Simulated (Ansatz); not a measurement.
CH3NOSi, relaxed with RKS PBE0-D4/def2-TZVP in the Gaussian-basis code of Ansatz from a PBE-D4/def2-SVP geometry. The force threshold is 0.005 eV/Å; the program also tests the step.

The species carries charge 0 and has multiplicity 1.

Start:

```xyz
7

C     0.780    0.244   -0.847
N    -0.093   -0.695   -1.050
Si   -0.634   -0.249    0.600
O     0.714    0.888    0.375
H     1.576    0.592   -1.539
H    -1.954    0.441    0.750
H    -0.389   -1.222    1.711
```

```csv
step,energy (eV),largest force (eV/Å),largest move (Å)
1,-12494.1283,1.272,0.000
2,-12494.1793,0.821,0.022
3,-12494.1979,0.130,0.018
4,-12494.1983,0.104,0.002
5,-12494.1985,0.043,0.003
6,-12494.1985,0.013,0.002
7,-12494.1985,0.013,0.001
8,-12494.1985,0.000,0.000
```

End:

```xyz
7

C     0.768    0.238   -0.839
N    -0.096   -0.686   -1.030
Si   -0.613   -0.235    0.591
O     0.690    0.868    0.379
H     1.552    0.583   -1.515
H    -1.923    0.437    0.732
H    -0.378   -1.205    1.682
```

Hardware: 2 threads of an Arm Neoverse V2 on a shared host. Wall time 24 s, peak host memory 0.28 GiB.
